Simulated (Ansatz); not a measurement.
One change: `C=C(Cl)[SiH2]C` becomes `C=C(Cl)[SiH2]S`.

Ansatz, PBE0-D4/def2-TZVP geometries, multiplicity 1. Each molecule was computed in one conformer, which needn't be the lowest.

```json
{"property": "HOMO–LUMO gap (PBE0/def2-TZVPP) / eV", "`C=C(Cl)[SiH2]C`": "6.91"}
{"property": "LUMO energy (B3LYP/def2-TZVPP) / eV", "`C=C(Cl)[SiH2]C`": "-0.85"}
{"property": "HOMO energy (ωB97M-V/def2-TZVPP) / eV", "`C=C(Cl)[SiH2]C`": "-9.75"}
{"property": "HOMO energy (PBE/def2-TZVPP) / eV", "`C=C(Cl)[SiH2]C`": "-6.39"}
{"property": "LUMO energy (PBE/def2-TZVPP) / eV", "`C=C(Cl)[SiH2]C`": "-1.60"}
{"property": "LUMO energy (ωB97M-V/def2-TZVPP) / eV", "`C=C(Cl)[SiH2]C`": "1.43"}
```

Problem. What does the change do to each property? (An estimate is asked.)

Solution. The calculation gave: 
```json
{"property": "HOMO–LUMO gap (PBE0/def2-TZVPP) / eV", "`C=C(Cl)[SiH2]S`": "6.60", "shift": "-0.31"}
{"property": "LUMO energy (B3LYP/def2-TZVPP) / eV", "`C=C(Cl)[SiH2]S`": "-1.21", "shift": "-0.36"}
{"property": "HOMO energy (ωB97M-V/def2-TZVPP) / eV", "`C=C(Cl)[SiH2]S`": "-9.81", "shift": "-0.06"}
{"property": "HOMO energy (PBE/def2-TZVPP) / eV", "`C=C(Cl)[SiH2]S`": "-6.39", "shift": "0.00"}
{"property": "LUMO energy (PBE/def2-TZVPP) / eV", "`C=C(Cl)[SiH2]S`": "-1.95", "shift": "-0.35"}
{"property": "LUMO energy (ωB97M-V/def2-TZVPP) / eV", "`C=C(Cl)[SiH2]S`": "1.05", "shift": "-0.38"}
```

With PBE0 the HOMO falls by 0.07 eV and the LUMO falls by 0.38 eV, so the gap narrows by about 0.31 eV. PBE moves the HOMO by 0.00 eV and ωB97M-V by -0.06 eV. The zero-point energy changes by -70.4 kJ/mol with -6 modes.

Positive LUMOs are unbound, so they and the gaps depend on the basis.

B3LYP here is the variant with VWN-RPA as its local correlation; programs differ in this.
